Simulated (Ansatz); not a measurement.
Geometry optimisation, RKS PBE0-D4/6-31G* in Ansatz.

input.yaml

```yaml
crystal:
  periodic: [false, false, false]
  atoms:
    - { symbol: O, position_ang: [1.4394, 2.0122, -1.4659] }
    - { symbol: P, position_ang: [-0.0458, 1.4554, -1.0135] }
    - { symbol: Si, position_ang: [0.5736, -0.4831, -0.1041] }
    - { symbol: Si, position_ang: [1.29827, -1.9223, -1.63549] }
    - { symbol: H, position_ang: [1.287, 2.8779, -2.0155] }
    - { symbol: H, position_ang: [-0.2023, 2.1937, 0.1957] }
    - { symbol: H, position_ang: [-0.65077, -1.07846, 0.62603] }
    - { symbol: H, position_ang: [1.5879, -0.21004, 0.9694] }
    - { symbol: H, position_ang: [2.48447, -1.38392, -2.40276] }
    - { symbol: H, position_ang: [0.2674, -2.19733, -2.73259] }
    - { symbol: H, position_ang: [1.71277, -3.25778, -1.12707] }
basis:
  gaussian: { orbitals: "6-31G*" }
hamiltonian:
  xc: pbe0
  dispersion: d4
relax:
  f_tol: 0.015
  max_steps: 40
```

Command:

```bash
$ ansatz run input.yaml --threads 1 --pin off --max-ram 2048MiB --backend cpu --events-out ev --progress --plain --runs-dir out
```

Problem. Where does it end, and by what steps?

Solution. The run converged. The force dipped under the threshold on the way, but the program's further checks kept it going. After 20 steps the energy has fallen by 0.392 eV; H5 moved furthest, 1.11 Å.

```csv
step,energy less start (eV),largest force component (eV/Å),accepted
0,0.0000,2.599,yes
1,-0.2767,1.620,yes
2,-0.3330,1.098,yes
3,-0.3581,0.720,yes
4,-0.3296,0.673,no
5,-0.3694,0.230,yes
6,-0.3704,0.085,yes
7,-0.3738,0.115,yes
8,-0.3775,0.036,yes
9,-0.3784,0.334,yes
10,-0.3821,0.157,yes
11,-0.3848,0.015,yes
12,-0.3883,0.083,yes
13,-0.3880,0.164,no
14,-0.3902,0.059,yes
15,-0.3905,0.062,yes
16,-0.3911,0.045,yes
17,-0.3919,0.020,yes
18,-0.3919,0.010,yes
19,-0.3920,0.011,yes
20,-0.3920,0.014,yes
```

```xyz
11
Properties=species:S:1:pos:R:3
O 1.227 1.716 -1.769
P -0.112 1.512 -0.756
Si 0.481 -0.503 0.121
Si 1.412 -1.671 -1.676
H 0.905 2.027 -2.625
H 0.324 2.305 0.346
H -0.755 -1.173 0.623
H 1.441 -0.411 1.261
H 2.772 -1.159 -1.988
H 0.545 -1.510 -2.877
H 1.512 -3.126 -1.366
```

Run time: 41 s on 1 thread of AMD EPYC 9R45 96-Core Processor (Zen 5), on a shared host, peak memory 0.2 GiB.
